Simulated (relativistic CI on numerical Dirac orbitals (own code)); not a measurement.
**Electric-dipole transitions in P⁺**

Method of calculation: Dirac-Coulomb-Breit CI, separate exchange-only KLI orbitals for each configuration, model QED (radiative potential, 1s self-energy scaled to tabulated hydrogen-like ionisation energies), valence Slater integrals scaled by 0.85, configuration energies shifted to the measured levels that pair with them (semi-empirical) (own radial code, finite nucleus).

CI space (outside the closed core [Ne]): 3s2 3p2, 3s 3p3, 3s2 3p 4s, 3s2 3p 4p, 3s2 3p 5s, 3s2 3p 4d, 3s2 3p 3d, 3p4, 3s2 3d2, 3s 3p2 3d, 3s2 4s2, 3s2 3p 5p, 3s2 3d 4s, 3s2 3p 4f, 3s2 4s 4p, 3s2 3p 5d, 3s2 3p 5f, 3s2 3p 5g, 3s2 3d 4p, 3p2 3d2, 3s2 4p2, 3s 3p2 4s, 3p3 4s, 3s 3p2 4p, 3p3 3d. Levels of other configurations are missing.

```tsv
λ vac (nm)	Lower	Upper	A (s⁻¹)	gf	Branching (%)
77.948	3s2 3p2 3P_0 [1]	3s2 3p 4d 3P°_1 [50]	1.22e+09	3.32e-01	63.9
78.182	3s2 3p2 3P_1 [2]	3s2 3p 4d 3P°_2 [49]	1.00e+09	4.60e-01	51.6
81.369	3s2 3p2 1D_2 [4]	3s2 3p 4d 1F°_3 [69]	2.76e+09	1.92e+00	94.8
83.833	3s2 3p2 1D_2 [4]	3s2 3p 4d 1D°_2 [53]	2.60e+09	1.37e+00	76.5
88.099	3s2 3p2 1S_0 [5]	3s2 3p 4d 1P°_1 [80]	2.48e+09	8.65e-01	88.9
91.653	3s2 3p2 3P_0 [1]	3s 3p3 3S°_1 [38]	9.86e+08	3.72e-01	10.7
91.786	3s2 3p2 3P_1 [2]	3s 3p3 3S°_1 [38]	3.02e+09	1.14e+00	32.7
92.033	3s2 3p2 3P_2 [3]	3s 3p3 3S°_1 [38]	5.24e+09	2.00e+00	56.7
93.032	3s2 3p2 1D_2 [4]	3s 3p3 1P°_1 [41]	2.61e+09	1.02e+00	59.7
96.163	3s2 3p2 1D_2 [4]	3s 3p3 1D°_2 [40]	5.16e+09	3.58e+00	99.7
103.69	3s2 3p2 1S_0 [5]	3s 3p3 1P°_1 [41]	1.75e+09	8.46e-01	40.1
115.39	3s2 3p2 3P_2 [3]	3s2 3p 4s 3P°_2 [19]	9.76e+08	9.74e-01	74.7
125.91	3s2 3p2 1D_2 [4]	3s2 3p 4s 1P°_1 [20]	1.39e+09	9.92e-01	90.4
464.68	3s2 3p 4p 3D_2 [27]	3s2 3p 4d 3F°_3 [47]	1.68e+08	3.81e+00	85.5
464.99	3s2 3p 4p 3D_1 [26]	3s2 3p 4d 3F°_2 [46]	1.55e+08	2.51e+00	77.5
466.33	3s2 3p 4p 3D_3 [28]	3s2 3p 4d 3F°_4 [48]	1.86e+08	5.47e+00	100.0
530.76	3s2 3p 4s 1P°_1 [20]	3s2 3p 4p 1D_2 [37]	9.54e+07	2.01e+00	76.7
546.37	3s2 3p 4s 3P°_2 [19]	3s2 3p 4p 3P_2 [35]	7.35e+07	1.64e+00	35.7
592.87	3s2 3p 4s 3P°_1 [18]	3s2 3p 4p 3D_2 [27]	5.58e+07	1.47e+00	39.5
594.07	3s2 3p 4s 3P°_2 [19]	3s2 3p 4p 3D_3 [28]	6.80e+07	2.52e+00	47.9
```

Terms are leading LS components. Brackets give the number of a level in order of energy, since labels repeat. The list gives strong lines, with weight on those to low levels, without configurations that were not tied to measured data, without lines whose two gauges differ by over a factor of 2.5, among the lowest 157 of 428 levels, so that lines to higher ones, which can be the strongest, are missing, and without lines across small gaps between configurations, and without 31 lines that miss the measured interval by over 3.5 %, start from a term whose rates miss tabulated ones by over 60 %, have gauges far apart or, lacking measured levels, span too small a gap for the errors found; lines with a level outside our table were not tested and can miss by more. Levels whose partners in the same complex of configurations lie outside the list can be far off, and so can their lines. Rates are taken at the computed energies, electric ones in the length gauge.

Configurations whose levels could be paired with our table of measured levels were shifted onto them, all but the ground configuration, by the median error of their levels; single terms can still be off by 1,000 to 2,000 cm⁻¹ or more, and rates follow the energies as ν³ (E1, M1) or ν⁵ (E2). The others borrow a shift and can be off by several thousand cm⁻¹ or more. The fine structure of a lone outer electron comes out too small, for d and f at times inverted, and misplaced configurations move strength between like terms. 33 of the 35 excited levels that our extract of the measured tables holds in this range could be paired (the sources list more); they are missed by 273 cm⁻¹ on average and 1258 at most, after the shifts were fitted to these levels, and levels without a partner can miss by more.

(1) From the table, what is the radiative lifetime of 3s 3p3 3S°_1?

## Answers

(1) The listed rates from this level add up to about 9.25e+09 s⁻¹, 100 % of its decay; with all channels τ = 1.08e-10 s.

LS names give the leading component of a level, which can be under half, so a name can repeat, a term be missing and a line seem to break the LS rules.
